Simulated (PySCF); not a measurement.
Input of a run (PBE0-D3(BJ)/def2-SVP geometry optimisation, gas phase (PySCF 2.14.0)), started from GFN2-xTB:
```
{"job": {"xc": "PBE0", "basis": "def2-SVP", "d3": "d3bj", "grid": 1, "kind": "geom"}, "charge": 0, "multiplicity": 1}
As     2.033150    -1.408435     0.803869
Si     1.584734     0.811272     0.273753
C     -0.310271     0.921388     0.104090
C     -0.893658    -0.088229    -0.914486
Si    -2.036988    -0.846562     0.412764
C     -1.048577     0.465207     1.386053
H      3.491812    -1.133398     1.013938
H      2.330750    -1.770140    -0.621641
H      2.000854     1.716980     1.360906
H      2.201538     1.317870    -0.965856
H     -0.612186     1.936020    -0.160263
H     -0.141617    -0.777976    -1.308043
H     -1.367031     0.387365    -1.771449
H     -3.470765    -0.589335     0.260294
H     -1.784013    -2.248564     0.758503
H     -0.372610     0.054877     2.141972
H     -1.612119     1.263689     1.865149
```

Output (energies in Eh, forces in Eh/bohr):
```
step   0  E = -2934.58486004  max force = 0.019320
step   1  E = -2934.59077660  max force = 0.003386
step   2  E = -2934.59098686  max force = 0.001651
step   3  E = -2934.59104282  max force = 0.000856
step   4  E = -2934.59108943  max force = 0.001074
step   5  E = -2934.59112980  max force = 0.001976
step   6  E = -2934.59121103  max force = 0.002433
step   7  E = -2934.59132649  max force = 0.001713
step   8  E = -2934.59155047  max force = 0.001130
step   9  E = -2934.59176576  max force = 0.002267
step  10  E = -2934.59183100  max force = 0.001926
step  11  E = -2934.59194450  max force = 0.001695
step  12  E = -2934.59204959  max force = 0.000793
step  13  E = -2934.59213375  max force = 0.000799
step  14  E = -2934.59226557  max force = 0.001737
step  15  E = -2934.59235154  max force = 0.002417
step  16  E = -2934.59242491  max force = 0.001449
step  17  E = -2934.59248192  max force = 0.000653
step  18  E = -2934.59250479  max force = 0.000794
step  19  E = -2934.59253008  max force = 0.000619
step  20  E = -2934.59253312  max force = 0.000566
step  21  E = -2934.59253754  max force = 0.000495
step  22  E = -2934.59254397  max force = 0.000588
step  23  E = -2934.59255585  max force = 0.000539
step  24  E = -2934.59257555  max force = 0.000408
step  25  E = -2934.59259525  max force = 0.000200
step  26  E = -2934.59262047  max force = 0.000154
step  27  E = -2934.59265070  max force = 0.000142
step  28  E = -2934.59267332  max force = 0.000111
step  29  E = -2934.59268015  max force = 0.000110
optimisation converged
```

Task: Summarise the run.

Result: The energy falls by 0.213 eV over 30 energy and gradient evaluations, the largest force component goes from 0.0193 to 1.1e-04 Eh/bohr, and the atoms move by 0.530 Å rms after alignment. The bond that changes most is As1–Si2 (ends: arsenic bonded to Si and 2 H; SiH2 silicon), which lengthens by 0.051 Å. Bonds longer at the end by more than 0.005 Å: 14 of 17; shorter: 3. Among the angles that change most is C3–C4–Si5, from 91.6° to 86.3°. Among the dihedrals that turn most is Si2–C3–C4–H12, from 6° to 39°. The energy never rose by more than 1e-6 Eh on the way. The first step brought 76 % of the lowering.

Task: What are the final bond lengths?

Result: As1–Si2 2.376 Å, Si2–C3 1.892 Å, C3–C4 1.561 Å, C4–Si5 1.896 Å, Si5–C6 1.895 Å, C3–C6 1.560 Å, As1–H7 1.525 Å, As1–H8 1.526 Å, Si2–H9 1.498 Å, Si2–H10 1.497 Å, C3–H11 1.105 Å, C4–H12 1.104 Å, C4–H13 1.099 Å, Si5–H14 1.496 Å, Si5–H15 1.497 Å, C6–H16 1.104 Å, C6–H17 1.099 Å. Numbering counts from 1 in the input's order; the species is `[AsH2][SiH2]C1C[SiH2]C1`.

The run used 165 basis functions and 184 SCF cycles in all.

No frequency check. One conformer, not necessarily the lowest.
